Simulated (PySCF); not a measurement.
First SCF of a structure search on singlet CrH₂, at a hand-made side-on geometry. PySCF input:

```python
from pyscf import gto, scf, dft
mol = gto.M(atom='''
Cr     0.000000     0.000000     0.000000
H      0.420000     0.000000     1.513610
H     -0.420000     0.000000     1.513610''',
    basis={'Cr': 'def2-TZVP', 'H': 'def2-TZVP'},
    charge=0, spin=0)
mf = dft.RKS(mol, xc='PBE0')
mf.grids.atom_grid = (50, 194)
aux = {'Cr': 'def2-universal-JKFIT', 'H': 'def2-universal-JKFIT'}
mf = mf.density_fit(auxbasis=aux)
mf.conv_tol = 1e-08
mf.diis_space = 10
mf.max_cycle = 60
mf.init_guess = 'minao'
mf.verbose = 4
mf.kernel()
```

Excerpt of the output (cycles and frontier levels); where DIIS stalls, ADIIS, DIIS with a small level shift and a second-order solver take over in turn:

```
init E= -1044.90054519347
cycle= 1 E= -1044.58482245893  delta_E= 0.316  |g|= 1.97  |ddm|= 2.25
  HOMO = 0.110240785167393  LUMO = 0.120631668529885  gap/eV = 0.28275
cycle= 2 E= -1038.87310530277  delta_E= 5.71  |g|= 4.47  |ddm|= 9.71
  HOMO = -0.295308948085016  LUMO = -0.186074946988392  gap/eV = 2.97241
cycle= 3 E= -1044.94194436196  delta_E= -6.07  |g|= 1.12  |ddm|= 9.64
  HOMO = -0.0295457894132433  LUMO = -0.01781709331935  gap/eV = 0.31915
cycle= 4 E= -1044.26554618408  delta_E= 0.676  |g|= 2.04  |ddm|= 3.47
  HOMO = -0.0574136040094921  LUMO = -0.0470109351727013  gap/eV = 0.28307
cycle= 5 E= -1044.7450447515  delta_E= -0.479  |g|= 1.47  |ddm|= 1.14
  HOMO = -0.0724504885801589  LUMO = -0.0548093817189566  gap/eV = 0.48004
cycle= 6 E= -1045.0190891324  delta_E= -0.274  |g|= 0.974  |ddm|= 0.92
  HOMO = -0.0932987169779294  LUMO = -0.0513314131171851  gap/eV = 1.14199
cycle= 7 E= -1045.14426125666  delta_E= -0.125  |g|= 0.559  |ddm|= 0.756
... 15 lines left out ...
cycle= 15 E= -1045.19805965651  delta_E= -1.92e-06  |g|= 0.000759  |ddm|= 0.015
  HOMO = -0.144124861066537  LUMO = -0.0748869574530024  gap/eV = 1.88406
cycle= 16 E= -1045.19806058221  delta_E= -9.26e-07  |g|= 0.000306  |ddm|= 0.00782
  HOMO = -0.144183628377403  LUMO = -0.0748699926984786  gap/eV = 1.88612
cycle= 17 E= -1045.19806061617  delta_E= -3.4e-08  |g|= 4.37e-05  |ddm|= 0.00132
  HOMO = -0.144157187873025  LUMO = -0.0748689672697682  gap/eV = 1.88543
cycle= 18 E= -1045.19806061773  delta_E= -1.55e-09  |g|= 2.85e-05  |ddm|= 0.000358
  HOMO = -0.144165798291406  LUMO = -0.0748758169380235  gap/eV = 1.88548
Extra cycle  E= -1045.19806061456  delta_E= 3.17e-09  |g|= 0.000143  |ddm|= 0.000138
converged SCF energy = -1045.19806061456
```

This is not the lowest solution: all starts ended here, but a stability analysis within the same restricted form found one 30.1 kJ/mol lower, at -1045.20953 Eh.

At the minimum of this search the closed-shell solution is unstable towards spin polarisation, so a lower open-shell solution exists.

The search for the lowest solution, 3 starts and the stability check together, took 7.8 s on 2 threads of a shared Arm Neoverse V2 host, with 57 basis functions; the process peaked at 0.29 GiB. Launch command: `OMP_NUM_THREADS=2 python axn.py task.json out`.
